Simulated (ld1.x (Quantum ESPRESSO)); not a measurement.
Varying the TM potential for lithium (Li)

Base potential:

- Element: lithium (Li)
- Generator: ld1.x (Quantum ESPRESSO) 7.5
- Type: norm-conserving Troullier–Martins (Kleinman–Bylander form)
- Functional: PBE
- Relativity: non-relativistic
- Frozen core: none
- Valence charge: 3
- Reference configuration: 1s2 2s0.5 2p0 (charge +0.5)
- Partial waves: 2p (bound, empty): rc 4.20 bohr; 3d channel at 0.35 Ry: rc 3.85 bohr; 1s (bound): rc 0.50 bohr
- Local potential: the s channel
- Core correction: none

Occupied shells without a wave of their own: 2s. They enter only through the test configuration that unscreens the potential.

Cutoffs, loose and tight: the cutoffs (Ry, on a coarse ladder) from which the occupation-weighted sum of valence levels, in a spherical-Bessel basis at the reference potential, stays within 10 and 1 mRy of its value at 400 Ry. They do not see the model core or the augmentation charge, which bear on the density cutoff. Test errors are all-electron minus pseudo excitation energies from the reference, over the configurations 1s2 2s1 2p0; 1s2 2s0 2p0; 1s2 2s0 2p1; 1s1 2s1 2p0. A dash means not determined; rows that change the core or the reference have their own tests. The largest error is taken over the tests solved by every variant that gives reliable tests at all: 1s1 2s1 2p0; 1s2 2s0 2p0; 1s2 2s1 2p0.

A true bound ghost makes a file unfit for plane-wave use even where its test errors are small: the radial tests pick states by their node count and pass the ghost by.

| change | outcome | cutoff, loose | cutoff, tight | bound ghosts | largest test error (meV) |
| --- | --- | --- | --- | --- | --- |
| base | generated | 260 Ry | 300 Ry | p | +25 |
| all radii scaled by about 0.76 (s 0.38, p 3.20, d 2.94 bohr) | generated | over 300 Ry | over 300 Ry | none | +8.0 |
| all radii scaled by about 1.11 (s 0.56, p 4.66, d 4.28 bohr) | generated | 200 Ry | over 300 Ry | none | +41 |
| all radii scaled by about 1.18 (s 0.58, p 4.94, d 4.54 bohr) | generated | 200 Ry | over 300 Ry | none | +45 |
| all radii scaled by about 1.26 (s 0.64, p 5.30, d 4.86 bohr) | generated | 180 Ry | over 300 Ry | none | +66 |
| all radii scaled by about 1.32 (s 0.66, p 5.54, d 5.08 bohr) | generated | 180 Ry | over 300 Ry | none | +72 |
| all radii scaled by about 1.39 (s 0.70, p 5.84, d 5.34 bohr) | generated | 160 Ry | over 300 Ry | none | +94 |

(1) What comes out with this change to the base: all radii scaled by about 0.89 (s 0.44, p 3.74, d 3.44 bohr)?

(2) What comes out with this change to the base: all radii scaled by about 0.84 (s 0.42, p 3.54, d 3.26 bohr)?

Results:

(1) outcome: generated; cutoff, loose: 300 Ry; cutoff, tight: over 300 Ry; bound ghosts: p; largest test error (meV): +15.

(2) outcome: generated; cutoff, loose: over 300 Ry; cutoff, tight: over 300 Ry; bound ghosts: p; largest test error (meV): +12.

Reading the sweep of the scale of all radii (base = 1) (base included, trends over the rows without a ghost): The loose cutoff stays near 180 Ry. The median size of the test errors (rows with all tests solved) rises from 0.3 meV at 0.76 to 7.2 meV at 1.32. More of the atom is replaced by a form fitted at one configuration, so other configurations suffer as the radius grows. Bound ghosts are found at 0.84, 0.89, 1.
